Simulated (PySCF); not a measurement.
PySCF 2.14 output of an unrestricted PBE0 calculation on a single atom or ion in Sapporo-DZP-2012, with scalar relativity by spin-free X2C-1e:

```
SCF conv_tol = 1e-09
number electrons alpha = 5  beta = 3
    C. Adamo and V. Barone.,  J. Chem. Phys. 110, 6158 (1999)
    M. Ernzerhof and G. E. Scuseria.,  J. Chem. Phys. 110, 5029 (1999)
cycle= 1 E= -99.0790791889143  delta_E= -0.00308  |g|= 0.00997  |ddm|= 0.0371
cycle= 2 E= -99.0791114037138  delta_E= -3.22e-05  |g|= 0.00239  |ddm|= 0.00607
cycle= 3 E= -99.0791130997396  delta_E= -1.7e-06  |g|= 0.00102  |ddm|= 0.00189
cycle= 4 E= -99.0791133897935  delta_E= -2.9e-07  |g|= 6.24e-05  |ddm|= 0.000615
cycle= 5 E= -99.0791133919844  delta_E= -2.19e-09  |g|= 4.02e-06  |ddm|= 6.77e-05
cycle= 6 E= -99.0791133919887  delta_E= -4.32e-12  |g|= 8.47e-08  |ddm|= 2.38e-06
converged SCF energy = -99.0791133919887  <S^2> = 2.0020171  2S+1 = 3.0013445
```

The run itself started from symmetry-adapted Hartree-Fock orbitals and held the occupation by maximum overlap, on a logarithmic radial grid, so the iterations belong to that start.

Q: Which element, charge and spin multiplicity is this?

A: F⁺ (fluorine, charge +1), multiplicity 3; the state was [He] 2s2 2p4, high-spin 3P determinant.
